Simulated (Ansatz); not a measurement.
Computed with Ansatz on PBE0-D4/def2-TZVP structures; ΔE is electronic, products minus reactants. CCSD(T)/CBS adds triple-zeta CCSD(T) − MP2 to the extrapolated MP2 energy (def2 sets, frozen cores). Functionals use def2-TZVPP. Elements past krypton have def2 core potentials. For Ga, Ta outer-core shells are correlated without core-valence functions, which leaves a few kJ/mol of doubt a bond. Scalar relativity is left out up to krypton. Each species was taken in one conformer, which may not be the lowest.

Reaction (redistribution): `[NH2][Ta]([NH2])([OH])=[S]` + `[Cl][Ga]([Cl])[Cl]` → `[NH2][Ta]([OH])(=[S])[Cl]` + `[NH2][Ga]([Cl])[Cl]`

`[NH2][Ta]([NH2])([OH])=[S]`:

Cartesian coordinates in Å:
```
N 1.379 0.524 1.016
Ta -0.252 0.321 -0.077
N -0.089 -1.193 -1.334
O -1.691 -0.067 1.105
S -0.512 2.134 -1.239
H 2.006 1.313 0.969
H 1.722 -0.158 1.677
H 0.013 -2.161 -1.064
H -0.064 -1.104 -2.339
H -2.512 0.391 1.286
```

`[Cl][Ga]([Cl])[Cl]`:

Z-matrix (Å, degrees):
```
Ga
Cl 1 2.112
Cl 1 2.112 2 120.0
Cl 1 2.112 2 120.0 3 180.0
```

`[NH2][Ta]([OH])(=[S])[Cl]`:

Cartesian coordinates in Å:
```
N -0.812 1.093 0.613
Ta 0.188 -0.177 -0.488
O 0.519 -1.732 0.525
S 2.016 0.825 -1.042
Cl -1.048 -0.752 -2.351
H -1.626 0.836 1.157
H -0.567 2.059 0.768
H 1.330 -2.152 0.818
```

`[NH2][Ga]([Cl])[Cl]`:

```xyz
6

N     0.370    0.676    0.747
Ga   -0.247   -0.437   -0.513
Cl    1.096   -1.597   -1.681
Cl   -2.332   -0.600   -0.884
H     1.344    0.750    0.982
H    -0.232    1.209    1.349
```

CCSD(T)/CBS gives -0.22 eV.

Another level gave -0.16 eV. Which?
A. MP2/def2-TZVPP
B. ωB97X-V/def2-TZVPP
C. HF/def2-TZVPP
D. LDA (SPW92)/def2-TZVPP

B. ωB97X-V -0.16, MP2/def2-TZVPP -0.28, LDA (SPW92) -0.21, HF/def2-TZVPP -0.09 eV.

Largest T1 diagnostic among the species: 0.020.

At CCSD(T), def2-SVP lies +0.08 eV from the extrapolated value and def2-TZVPP +0.03 eV. Leaving LDA and LC-ωPBE aside and taking each functional with its dispersion term where it has one, the values, not all of them listed here, spread over 0.06 eV, from B2PLYP to BHLYP-D4. LDA lies −0.04 eV from PBE without D4. In def2-TZVPP, CCSD(T) changes the Hartree–Fock value by −0.11 eV (the triples alone add −0.03 eV) and MP2 by −0.19 eV.
